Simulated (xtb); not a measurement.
H2B3Cl3N3 (SMILES ClB1[N]B(Cl)NB(Cl)N1), doublet, at a GFN2-xTB geometry; xtb 6.7.1 with GFN2-xTB.

Input for xtb:
```
$ xtb mol.xyz --gfn 2 --uhf 1 --etemp 10000 --json

# file mol.xyz
11

Cl     3.07597470    -0.77040127    -0.22727612
B      1.43084333    -0.29369213    -0.10388484
N      0.96159972     0.99837247    -0.03585883
B     -0.34415575     1.42193598     0.06336139
Cl    -0.87855374     3.05185431     0.14533252
N     -1.33340479     0.36585973     0.09942782
B     -0.95919836    -0.99587928     0.03576928
Cl    -2.15816795    -2.24069894     0.08047982
N      0.41266650    -1.32180818    -0.06509275
H     -2.30512899     0.63343657     0.17191337
H      0.71435169    -2.28504715    -0.11259200
```

It wrote (shortened):

```
   ID    Z sym.   atoms
    1   17 Cl     1, 5, 8
    2    5 B      2, 4, 7
    3    7 N      3, 6, 9
    4    1 H      10, 11

           -------------------------------------------------
          |                Calculation Setup                |
           -------------------------------------------------

           -------------------------------------------------
          |                 G F N 2 - x T B                 |
           -------------------------------------------------

          ...................................................
          :                      SETUP                      :
          :.................................................:
          :  # basis functions                  56          :
          :  # atomic orbitals                  53          :
          :  # shells                           23          :
          :  # electrons                        47          :
          :  max. iterations                   250          :
          :  Hamiltonian                  GFN2-xTB          :
          :  restarted?                      false          :
          :  GBSA solvation                  false          :
          :  PC potential                    false          :
          :  electronic temp.        10000.0000000     K    :
          :  accuracy                    1.0000000          :
          :  -> integral cutoff          0.2500000E+02      :
          :  -> integral neglect         0.1000000E-07      :
          :  -> SCF convergence          0.1000000E-05 Eh   :
          :  -> wf. convergence          0.1000000E-03 e    :
          :  Broyden damping             0.4000000          :
          :  net charge                          0          :
          :  unpaired electrons                  1          :
          ...................................................

 iter      E             dE          RMSdq      gap      omega  full diag
   1    -27.4002206 -0.274002E+02  0.961E+00    5.59       0.0  T
   2    -27.5625140 -0.162293E+00  0.633E+00    3.64       1.0  T
   3    -27.5457414  0.167726E-01  0.295E+00    5.16       1.0  T
   4    -27.5946086 -0.488671E-01  0.119E+00    4.21       1.0  T
   5    -27.6098772 -0.152686E-01  0.598E-01    4.63       1.0  T
   6    -27.6079737  0.190355E-02  0.466E-01    4.79       1.0  T
   7    -27.6103538 -0.238019E-02  0.221E-01    4.63       1.0  T
   8    -27.6104024 -0.485436E-04  0.183E-01    4.69       1.0  T
   9    -27.6106600 -0.257659E-03  0.472E-02    4.66       1.0  T
  10    -27.6106596  0.426007E-06  0.267E-02    4.66       1.1  T
  11    -27.6106691 -0.949065E-05  0.847E-03    4.66       3.6  T
  12    -27.6106684  0.744031E-06  0.870E-03    4.66       3.5  T
  13    -27.6106691 -0.754332E-06  0.442E-03    4.66       6.8  T
  14    -27.6106693 -0.168669E-06  0.235E-03    4.66      12.8  T
  15    -27.6106693 -0.472780E-07  0.131E-03    4.66      23.0  T
  16    -27.6106694 -0.204106E-07  0.120E-04    4.66     251.9  T
  17    -27.6106694  0.426727E-09  0.204E-04    4.66     147.8  T

   *** convergence criteria satisfied after 17 iterations ***

         :::::::::::::::::::::::::::::::::::::::::::::::::::::
         ::                     SUMMARY                     ::
         :::::::::::::::::::::::::::::::::::::::::::::::::::::
         :: total energy             -27.438229008646 Eh    ::
         :: gradient norm              0.036058191514 Eh/a0 ::
         :: HOMO-LUMO gap              4.659937391175 eV    ::
         ::.................................................::
         :: SCC energy               -27.610644839768 Eh    ::
         :: -> isotropic ES            0.120047367538 Eh    ::
         :: -> anisotropic ES         -0.002732211472 Eh    ::
         :: -> anisotropic XC         -0.008246395590 Eh    ::
         :: -> dispersion             -0.010845795259 Eh    ::
         :: repulsion energy           0.172415831121 Eh    ::
[...]
        24        1.6510           -0.3901370             -10.6162 (HOMO)
        25        0.0879           -0.2188875              -5.9562 (LUMO)
        26        0.0739           -0.2130435              -5.7972
        27        0.0036           -0.1157310              -3.1492
        28        0.0010           -0.0734107              -1.9976
        29        0.0005           -0.0554851              -1.5098
        30        0.0005           -0.0503379              -1.3698
        31        0.0001           -0.0070302              -0.1913
        32        0.0001           -0.0021984              -0.0598
        33        0.0001            0.0017621               0.0479
        34        0.0001            0.0019530               0.0531
        35        0.0001            0.0067153               0.1827
       ...           ...                  ...                  ...
        53                          0.6176193              16.8063
      -------------------------------------------------------------
                  HL-Gap            0.1712495 Eh            4.6599 eV
             Fermi-level           -0.3302037 Eh           -8.9853 eV

     #   Z          covCN         q      C6AA      α(0)
     1  17 Cl       0.848    -0.152   103.863    15.591
     2   5 B        2.528     0.389    17.076     7.144
     3   7 N        1.706    -0.391    30.957     8.227
     4   5 B        2.528     0.389    17.076     7.144
     5  17 Cl       0.848    -0.152   103.863    15.591
     6   7 N        2.572    -0.326    28.398     7.914
     7   5 B        2.525     0.379    17.247     7.188
     8  17 Cl       0.851    -0.193   105.162    15.688
     9   7 N        2.572    -0.326    28.398     7.914
    10   1 H        0.860     0.192     1.148     1.678
    11   1 H        0.860     0.192     1.148     1.678

 Mol. C6AA /au·bohr⁶  :       3758.555388
 Mol. C8AA /au·bohr⁸  :     129096.607357
 Mol. α(0) /au        :         95.757287

Wiberg/Mayer (AO) data.
largest (>0.10) Wiberg bond orders for each atom

 ---------------------------------------------------------------------------
     #   Z sym  total        # sym  WBO       # sym  WBO       # sym  WBO
 ---------------------------------------------------------------------------
     1  17 Cl   0.973 --     2 B    0.907
     2   5 B    3.326 --     3 N    1.289     9 N    1.063     1 Cl   0.907
     3   7 N    2.699 --     4 B    1.289     2 B    1.289
     4   5 B    3.326 --     3 N    1.289     6 N    1.063     5 Cl   0.907
     5  17 Cl   0.973 --     4 B    0.907
     6   7 N    3.306 --     7 B    1.196     4 B    1.063    10 H    0.935
     7   5 B    3.356 --     9 N    1.196     6 N    1.196     8 Cl   0.912
     8  17 Cl   0.984 --     7 B    0.912
     9   7 N    3.306 --     7 B    1.196     2 B    1.063    11 H    0.935
    10   1 H    0.956 --     6 N    0.935
    11   1 H    0.956 --     9 N    0.935
 ---------------------------------------------------------------------------

Topologies differ in total number of bonds
Writing topology from bond orders to xtbtopo.mol

molecular dipole:
                 x           y           z       tot (Debye)
 q only:       -0.457      -0.474       0.017
   full:       -0.632      -0.656       0.024       2.316
molecular quadrupole (traceless):
                xx          xy          yy          xz          yz          zz
 q only:       -1.934      -4.212      -2.258       0.291       0.098       4.192
  q+dip:       -3.765      -3.664      -4.069       0.674      -0.095       7.834
   full:       -4.381      -3.385      -4.671       0.805      -0.165       9.053

           -------------------------------------------------
          | TOTAL ENERGY              -27.438229008646 Eh   |
          | GRADIENT NORM               0.036058191514 Eh/α |
          | HOMO-LUMO GAP               4.659937391175 eV   |
           -------------------------------------------------

normal termination of xtb
```
